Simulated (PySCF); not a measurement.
Compound: C6H8ClF.
Atom-mapped SMILES: `[F:1][C:2]1=[C:3]([Cl:4])[CH2:5][CH2:6][CH2:7][CH2:8]1` (hydrogens: H9, H10 on C5; H11, H12 on C6; H13, H14 on C7; H15, H16 on C8)

Structure optimised with GFN2-xTB, isolated species.

Task: What internal coordinates does the optimisation give?

Result: 
| bond | length (Å) | order |
| --- | --- | --- |
| F1–C2 | 1.353 | single |
| C2=C3 | 1.326 | double |
| C3–Cl4 | 1.735 | single |
| C3–C5 | 1.498 | single |
| C5–C6 | 1.528 | single |
| C6–C7 | 1.525 | single |
| C7–C8 | 1.526 | single |
| C2–C8 | 1.496 | single |
| C5–H9, C5–H10 | 1.093 | single |
| C6–H11, C6–H12 | 1.091 | single |
| C7–H13, C7–H14 | 1.091 | single |
| C8–H15, C8–H16 | 1.094 | single |

Bonds in one row agree within 0.01 Å and their mean is given. Orders are formal, as drawn. A selection of angles:
| angle | degrees |
| --- | --- |
| F1–C2–C3 | 121.2 |
| F1–C2–C8 | 114.0 |
| C3–C2–C8 | 124.8 |
| C2–C3–Cl4 | 121.4 |
| C2–C3–C5 | 122.7 |
| Cl4–C3–C5 | 115.8 |
| C3–C5–C6 | 111.1 |
| C3–C5–H9 | 108.7 |
| C6–C5–H9 | 110.2 |
| H9–C5–H10 | 107.1 |
| C5–C6–C7 | 110.2 |
| C5–C6–H11 | 109.5 |
| C7–C6–H11 | 109.1 |
| H11–C6–H12 | 108.2 |
| C6–C7–C8 | 109.7 |
| C6–C7–H13 | 109.4 |
| C8–C7–H13 | 109.6 |
| H13–C7–H14 | 108.1 |
| C7–C8–H15 | 110.4 |
| C7–C8–H16 | 111.2 |
| C2–C8–C7 | 110.5 |
| C2–C8–H15 | 108.8 |
| H15–C8–H16 | 107.3 |

Torsions: F1–C2–C3–Cl4 -1° (synperiplanar); C2–C3–C5–C6 -16° (synperiplanar); C3–C5–C6–C7 47° (synclinal); C5–C6–C7–C8 -65° (synclinal); C6–C7–C8–C2 47° (synclinal); F1–C2–C8–C7 164° (antiperiplanar). The mirror-image conformer, all signs reversed, is as good.

The C–C distances run from 1.326 Å (C2=C3, drawn double) to 1.528 Å (C5–C6, drawn single), a spread of 0.202 Å. Of the pairs four or more bonds apart, C2···H11 is among the closest relative to their van der Waals radii: 3.02 Å, 104 % of the sum of Bondi's values. The 6-membered ring C2–C3–C5–C6–C7–C8 has internal angles of 109.7° to 124.8°; it is puckered, 0.21 Å rms from its mean plane, widest ring torsion 65°.

Point group: C1 (no symmetry element, even within 0.4 Å). No frequency check. The numbers are those of one conformer.

These are computed values.
